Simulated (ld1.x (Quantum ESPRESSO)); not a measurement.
Tc (Z = 43), TM: configuration errors across variants

* Element: Tc
* Generator: ld1.x (Quantum ESPRESSO) 7.5
* Type: norm-conserving Troullier–Martins (Kleinman–Bylander form)
* Functional: LDA (PZ)
* Relativity: scalar-relativistic
* Frozen core: [Kr]
* Valence charge: 7
* Reference configuration: 4d5 5s1.75 5p0.25
* Partial waves: 5s (bound): rc 2.50 bohr; 4d (bound): rc 2.00 bohr; 5p (bound): rc 2.45 bohr
* Local potential: the p channel
* Core correction: Bessel-smoothed model core inside 1.05 bohr

All-electron excitation energies from the reference (eV): (1) 4d5 5s2 5p0 -0.940; (2) 4d5 5s1 5p0 7.491; (3) 4d5 5s0 5p0 22.694; (4) 4d3 5s0 5p0 93.854; (5) 4d5 5s0 5p2 6.954; (6) 4d5.5 5s1.5 5p0 -1.537; (7) 4d4 5s2 5p1 5.662; (8) 4d5 5s1.75 5p0.25 spin -3.755; (9) 4d5 5s2 5p0 spin -4.435.

Spin tests fill each open shell by Hund’s rule, majority spin first.

3 further variants failed, have other tests or another functional or relativity, and are left out.

A true bound ghost makes a file unfit for plane-wave use even where its test errors are small: the radial tests pick states by their node count and pass the ghost by. Where a test does run into it, the solver fails or the error is huge.

Errors AE − PS in meV (a dash: test not solved or not reliable):

```tsv
change	(1)	(2)	(3)	(4)	(5)	(6)	(7)	(8)	(9)	bound ghosts
base	-0.1	-6.9	-41	-1109	-4.9	-38	-179	+114	+103	s
all radii but the core radius scaled by about 0.92 (s 2.28, p 2.24, d 1.84 bohr)	-0.1	-5.2	-35	-1109	-5.0	-32	-115	+100	+92	s
wave 4d (bound): rc 2.00 bohr becomes 4d (bound): rc 2.32 bohr	0.0	-6.5	-39	-1034	-4.5	-35	-162	+164	+152	s
wave 5p (bound): rc 2.45 bohr becomes 5p (bound): rc 3.02 bohr	0.0	-5.4	-46	-1137	-9.1	-37	-172	+116	+106	none
```

Give the same row for: wave 5s (bound): rc 2.50 bohr becomes 5s (bound): rc 1.54 bohr.

-1.0, -9.2, -107, -1538, -90, -30, –, +102, +104; bound ghosts: s. Not counted: 4d4 5s2 5p1 (solver errors, printed error -239 eV).
